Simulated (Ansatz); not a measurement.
C$_{2}$H$_{7}$AlBNO, one more setting.

```yaml
crystal:
  periodic: [false, false, false]
  atoms:
    - {symbol: B, position_ang: [-0.969411, -0.017171, 0.359732]}
    - {symbol: C, position_ang: [-0.898783, 0.243500, -1.386832]}
    - {symbol: C, position_ang: [0.441472, 0.063151, -0.310054]}
    - {symbol: N, position_ang: [0.947561, -0.978310, -0.626608]}
    - {symbol: O, position_ang: [1.111916, 1.085663, -0.030164]}
    - {symbol: Al, position_ang: [0.538616, 1.000035, 1.498957]}
    - {symbol: H, position_ang: [-1.140956, 1.113466, 1.358529]}
    - {symbol: H, position_ang: [-1.494314, -1.237416, 0.974711]}
    - {symbol: H, position_ang: [-1.268255, 1.418430, -1.112364]}
    - {symbol: H, position_ang: [-1.113799, -0.354021, -2.062860]}
    - {symbol: H, position_ang: [0.509056, -2.020613, -0.626378]}
    - {symbol: H, position_ang: [1.689873, -1.360605, -1.492051]}
    - {symbol: H, position_ang: [1.220250, 0.991939, 3.090745]}
basis:
  gaussian: {orbitals: cc-pVTZ}
total_charge: -1
magnetization: {spin_polarized: false, initial_magnetization: 1}
hamiltonian: {xc: {name: BHLYP}, dispersion: d3bjatm}
output: {forces: true}
```

```sh
$ ansatz run in.yaml --threads 4 --pin off --events-out ev --progress --plain --max-ram 10444MiB
```

It prints (some lines left out):

```
Functional definition: BHLYP
1752 factors; their error is unknown
mean field evaluation 1: about -12983.8717 eV, gradient 4.5e1 eV
mean field evaluation 2: about -12982.7363 eV, gradient 5.0e1 eV
mean field evaluation 4: about -12989.1814 eV, gradient 3.2e0 eV
mean field evaluation 8: about -12989.2235 eV, gradient 1.5e-1 eV
mean field evaluation 16: about -12989.2752 eV, gradient 1.1e-3 eV
mean field -12989.27515273 eV, -477.3470574158 hartree, gradient 5.8e-5 eV, S^2 0.750000; 4 other end points of the search recorded, 0 dependent functions left out
reference -12989.27535771 eV, -477.3470649486 hartree; 27, 26 occupied and 255, 256 virtual orbitals, 1752 factors
Total energy: -12989.71509606 eV, -477.3632250350 hartree
Atom 0 at    -0.969411    -0.017171     0.359732 Å, force    -2.640128    -3.277620     0.656661 eV/Å
Atom 1 at    -0.898783     0.243500    -1.386832 Å, force     1.719936    11.167033    12.364898 eV/Å
Atom 2 at     0.441472     0.063151    -0.310054 Å, force   -10.409158     4.977658    -2.735834 eV/Å
Atom 3 at     0.947561    -0.978310    -0.626608 Å, force     9.650335   -20.180539    -5.375288 eV/Å
Atom 4 at     1.111916     1.085663    -0.030164 Å, force     5.377134     4.764892    -1.653460 eV/Å
Atom 5 at     0.538616     1.000035     1.498957 Å, force    -0.472479     2.903741     5.617006 eV/Å
Atom 6 at    -1.140956     1.113466     1.358529 Å, force    -0.357618    -1.234307    -1.680895 eV/Å
Atom 7 at    -1.494314    -1.237416     0.974711 Å, force     1.094455     2.283644    -1.197364 eV/Å
Atom 8 at    -1.268255     1.418430    -1.112364 Å, force     0.577167    -3.173395    -2.583312 eV/Å
Atom 9 at    -1.113799    -0.354021    -2.062860 Å, force    -2.178606    -5.226837    -5.829943 eV/Å
Atom 10 at     0.509056    -2.020613    -0.626378 Å, force     0.374152     4.536812     1.225195 eV/Å
Atom 11 at     1.689873    -1.360605    -1.492051 Å, force    -2.437656     3.415315     2.555424 eV/Å
Atom 12 at     1.220250     0.991939     3.090745 Å, force    -0.297534    -0.956395    -1.363089 eV/Å
Dipole moment:     0.352489    -0.916370    -0.752029 e Å
```

Run time 8.5 s (4 threads of an Intel Xeon 6975P-C on a shared host); peak host memory 1.3 GiB.
